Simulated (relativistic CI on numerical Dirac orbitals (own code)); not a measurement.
**Au³⁺ (5d8) in a crystal field**

Calculated by Dirac-Coulomb-Breit CI, KLI orbitals optimised for each configuration, model QED (radiative potential, 1s self-energy scaled to tabulated hydrogen-like ionisation energies), valence Slater integrals scaled by 0.85, one configuration in a parametric crystal field (own radial code).

Field parameters in Wybourne normalisation: D3d B²₀ = −7Dσ, B⁴₀ = −14Dq − 21Dτ, B⁴₃ = −14√(10/7) Dq; Oh B⁴₀ = 21Dq, B⁴₄ = √(5/14) B⁴₀; Td as Oh with Dq negative (B⁴₀ = 21Dq, B⁴₄ = √(5/14) B⁴₀). The field is a parameter set, without covalency.

S and J are read from ⟨S²⟩ = S(S + 1) and ⟨J²⟩ = J(J + 1) of each level; they are not fictitious spins.

Td, 10Dq = -10600 cm⁻¹, the lowest 10 levels:

```csv
E (cm⁻¹),Degeneracy,Irrep,S,J
0.0,1,A1,0.98,3.94
2131,3,T1,0.98,3.89
4136,2,E,0.95,3.82
7658,3,T2,0.96,3.33
10609,3,T2,0.66,2.91
15041,2,E,0.55,2.46
18162,3,T1,0.99,3.08
20457,1,A2,1.00,3.00
21685,2,E,0.99,2.23
21925,3,T2,0.87,2.93
```

D3d, 10Dq = 29550, Dσ = -440, Dτ = -170 cm⁻¹, the lowest 10 levels:

```json
{"E (cm⁻¹)": "0.0", "Degeneracy": "1", "Irrep": "A1", "S": "0.99", "J": "3.59"}
{"E (cm⁻¹)": "22.6", "Degeneracy": "2", "Irrep": "E", "S": "0.99", "J": "3.58"}
{"E (cm⁻¹)": "11562", "Degeneracy": "2", "Irrep": "E", "S": "0.21", "J": "2.86"}
{"E (cm⁻¹)": "22060", "Degeneracy": "1", "Irrep": "A1", "S": "0.30", "J": "3.24"}
{"E (cm⁻¹)": "27023", "Degeneracy": "2", "Irrep": "E", "S": "0.97", "J": "3.70"}
{"E (cm⁻¹)": "27232", "Degeneracy": "1", "Irrep": "A2", "S": "0.97", "J": "3.69"}
{"E (cm⁻¹)": "27265", "Degeneracy": "2", "Irrep": "E", "S": "0.97", "J": "3.67"}
{"E (cm⁻¹)": "29880", "Degeneracy": "1", "Irrep": "A1", "S": "0.93", "J": "2.91"}
{"E (cm⁻¹)": "30883", "Degeneracy": "2", "Irrep": "E", "S": "0.92", "J": "2.93"}
{"E (cm⁻¹)": "33826", "Degeneracy": "1", "Irrep": "A2", "S": "1.00", "J": "3.01"}
```

D3d, 10Dq = 44250, Dσ = -410, Dτ = 210 cm⁻¹, the lowest 10 levels:

| E (cm⁻¹) | Degeneracy | Irrep | S | J |
| --- | --- | --- | --- | --- |
| 0.0 | 1 | A1 | 1.00 | 3.49 |
| 10.9 | 2 | E | 1.00 | 3.49 |
| 12240 | 2 | E | 0.09 | 2.91 |
| 23674 | 1 | A1 | 0.11 | 3.22 |
| 42926 | 2 | E | 0.99 | 3.71 |
| 43294 | 2 | E | 0.97 | 3.63 |
| 43524 | 1 | A2 | 0.97 | 3.61 |
| 46057 | 2 | E | 0.94 | 3.01 |
| 46376 | 1 | A1 | 0.94 | 2.99 |
| 49287 | 1 | A2 | 1.00 | 3.00 |

Oh, 10Dq = 32550 cm⁻¹, the lowest 10 levels:

| E (cm⁻¹) | Degeneracy | Irrep | S | J |
| --- | --- | --- | --- | --- |
| 0.0 | 3 | T2 | 0.99 | 3.56 |
| 11786 | 2 | E | 0.17 | 2.87 |
| 22619 | 1 | A1 | 0.23 | 3.24 |
| 30654 | 2 | E | 0.98 | 3.72 |
| 30953 | 3 | T1 | 0.97 | 3.67 |
| 34023 | 3 | T2 | 0.93 | 2.94 |
| 37223 | 1 | A2 | 1.00 | 3.00 |
| 42754 | 3 | T2 | 0.91 | 2.19 |
| 43884 | 3 | T1 | 0.97 | 2.43 |
| 44898 | 1 | A1 | 0.90 | 3.13 |

Td, 10Dq = -5550 cm⁻¹, the lowest 16 levels:

```
E (cm⁻¹)  Degeneracy  Irrep     S     J
     0.0           1     A1  0.98  3.98
    1326           3     T1  0.98  3.96
    2439           2      E  0.96  3.95
    5173           3     T2  0.96  3.91
    9093           3     T2  0.69  2.23
   12091           2      E  0.62  2.16
   14619           3     T1  1.00  3.02
   16040           1     A2  1.00  3.00
   16524           3     T2  0.92  2.92
   19837           2      E  1.00  2.06
   23362           1     A1  0.83  0.78
   24083           3     T2  0.98  2.05
   27080           3     T1  0.99  1.09
   27197           3     T2  0.23  3.83
   28242           2      E  0.38  3.53
   30474           3     T1  0.08  3.98
```

The free-ion ground term has S = 1. Every field shown keeps that spin.

Levels of this model without a field, named by their leading LS term: ³F4 0, ¹D2 7941, ³F3 11556, ³P2 18764, ³P0 20219, ³P1 23495, ¹G4 26061, ¹D2 30383 cm⁻¹.
